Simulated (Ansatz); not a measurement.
Mulliken charges of `C[N]=[W](=[O])([OH])[F]` from PBE/def2-TZVPP in Ansatz (PBE0-D4/def2-TZVP geometry).

```json
{"atom": "C1", "x (Å)": "-0.113", "y (Å)": "-1.451", "z (Å)": "1.031", "charge (e)": "-0.135"}
{"atom": "N2", "x (Å)": "0.017", "y (Å)": "-0.153", "z (Å)": "0.470", "charge (e)": "-0.327"}
{"atom": "W3", "x (Å)": "-0.338", "y (Å)": "1.117", "z (Å)": "-0.666", "charge (e)": "0.979"}
{"atom": "O4", "x (Å)": "-1.450", "y (Å)": "0.510", "z (Å)": "-1.807", "charge (e)": "-0.371"}
{"atom": "O5", "x (Å)": "1.263", "y (Å)": "1.582", "z (Å)": "-1.553", "charge (e)": "-0.380"}
{"atom": "F6", "x (Å)": "-1.087", "y (Å)": "2.552", "z (Å)": "0.276", "charge (e)": "-0.297"}
{"atom": "H7", "x (Å)": "0.866", "y (Å)": "-1.940", "z (Å)": "1.079", "charge (e)": "0.100"}
{"atom": "H8", "x (Å)": "-0.788", "y (Å)": "-2.079", "z (Å)": "0.440", "charge (e)": "0.108"}
{"atom": "H9", "x (Å)": "-0.500", "y (Å)": "-1.383", "z (Å)": "2.052", "charge (e)": "0.108"}
{"atom": "H10", "x (Å)": "2.131", "y (Å)": "1.245", "z (Å)": "-1.323", "charge (e)": "0.215"}
```

Question: By hand: the dipole of these point charges (1 e Å = 4.8032 D).

Answer: Σ q r = (0.465, -0.509, 0.326) e Å, of length 0.763 e Å = 3.66 D.

Question: How does the dipole of the full density compare? (Best estimate.)

Answer: Ansatz gave: (0.580, -0.320, 0.319) e Å, 3.53 D; the point charges give 1.04 times that, at 17° from its direction.

Point charges leave out the atoms' own dipoles, such as those of lone pairs, and Mulliken's split depends on the basis, so the close match here is no proof of good charges.
